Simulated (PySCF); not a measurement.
## Core-level binding energies of `C[N+](C)([GaH3-])C1CC1`

C5H14GaN.
Atom-mapped SMILES: `[CH3:1][N+:2]([CH3:3])([GaH3-:4])[CH:5]1[CH2:6][CH2:7]1`

Theory: delta-SCF UKS SCAN, pcX-2 on the ionised atom, pcseg-1 elsewhere, spin-free X2C in PySCF 2.14.0. These are vertical core ionisation energies against the vacuum level, from separate self-consistent calculations with and without the core hole.

Give the core binding energies atom by atom.

```json
{"atom(s)": "C1/C3", "bonded to": "N and 3 H", "level": "C 1s", "binding energy (eV)": "291.81", "above the level's lowest (eV)": "+1.00", "count": "2"}
{"atom(s)": "N2", "bonded to": "3 C and Ga", "level": "N 1s", "binding energy (eV)": "406.10", "above the level's lowest (eV)": "0.00", "count": "1"}
{"atom(s)": "C5", "bonded to": "N, 2 C and H", "level": "C 1s", "binding energy (eV)": "291.77", "above the level's lowest (eV)": "+0.96", "count": "1"}
{"atom(s)": "C6/C7", "bonded to": "2 C and 2 H", "level": "C 1s", "binding energy (eV)": "290.81", "above the level's lowest (eV)": "0.00", "count": "2"}
```

Lowest listed C 1s: C6/C7, bonded to 2 C and 2 H. Highest, 1.00 eV above it: C1/C3, bonded to N and 3 H. The widest gap between neighbouring values is 0.96 eV, between 290.81 and 291.77 eV. Summing the Pauling electronegativity differences to the bonded atoms, each weighted by its formal bond order, gives -0.70 for the lowest site and -0.56 for the highest; the largest sum, +0.14, belongs to C5, 0.04 eV below the top. The values 291.77 and 291.81 eV lie too close for their order to be trusted.

Which photon wavelength matches the C 1s of C1/C3 threshold?

λ = hc/E = 12398.42 eV Å / 291.81 eV = 42.488 Å.

Topologically equivalent atoms share the value of their first member; where this conformer doesn't relate them by symmetry, their own values could differ. No level of gallium is listed. Geometry: PBE0-D3(BJ)/def2-SVP, one conformer, isolated molecule.

The values belong to the conformer `[CH3:1][N+:2]([CH3:3])([GaH3-:4])[CH:5]1[CH2:6][CH2:7]1`: C1–N2–C5–C6 83°.
